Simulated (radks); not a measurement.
Species: Hf21+. Configuration: [Kr] 4d10 4f5.

Method: non-relativistic Kohn-Sham, LB94 model potential, spin-polarised, spherical densities, point nucleus; open shells are filled with parallel spins first (spin-orbit coupling, left out, can overturn this in heavy ions); relativity is left out, which matters for an element this heavy; computed with a radial shooting solver on a logarithmic mesh with Libxc functionals.

Energy parts (hartree):
part                   energy
kinetic            14168.5648
electron-nucleus  -32568.1538
Hartree             4519.5046
(The LB94 potential has no energy functional, so no total or exchange-correlation energy is given.)

Orbitals (lengths in bohr, moments of r in powers of bohr):
| orbital | occ. | eigenvalue (hartree) | <1/r> |
|---|---|---|---|
| 1s down | 1 | -2241.329 | 71.49 |
| 1s up | 1 | -2241.329 | 71.49 |
| 2s down | 1 | -385.2617 | 16.74 |
| 2s up | 1 | -385.2548 | 16.74 |
| 2p down | 3 | -369.9583 | 16.79 |
| 2p up | 3 | -369.9535 | 16.79 |
| 3s up | 1 | -104.7863 | 6.425 |
| 3s down | 1 | -104.7656 | 6.430 |
| 3p up | 3 | -97.69900 | 6.379 |
| 3p down | 3 | -97.68358 | 6.384 |
| 3d up | 5 | -84.43729 | 6.297 |
| 3d down | 5 | -84.43380 | 6.300 |
| 4s up | 1 | -37.06822 | 2.870 |
| 4s down | 1 | -36.84441 | 2.863 |
| 4p up | 3 | -34.09337 | 2.797 |
| 4p down | 3 | -33.87171 | 2.790 |
| 4d up | 5 | -28.68651 | 2.651 |
| 4d down | 5 | -28.46948 | 2.644 |
| 4f up | 5 | -21.69312 | 2.407 |
| 4f down | 0 | -21.49495 | 2.405 |

The highest occupied level is 4f up at -590.30 eV. The electron density at the nucleus is 2.669e+05 e/bohr^3. The spin density at the nucleus is -0.069 e/bohr^3 (1s 0.010, 2s 0.345, 3s -4.620, 4s 4.196). Summed over all electrons, <r^2> = 7.335 bohr^2, which gives a Langevin (diamagnetic) susceptibility term of -5.81 x 10^-6 cm^3/mol. For comparison, the ionisation energy in NIST's Atomic Spectra Database is 610 eV (theoretical). In exact Kohn-Sham theory the highest level is minus the ionisation energy, but local and semilocal functionals leave it too shallow, through self-interaction and a potential that decays too fast; potentials with the right tail come closer. Spin moment in Bohr magnetons: 5. The density falls to 0.001 e/bohr^3 at r = 1.45 bohr.
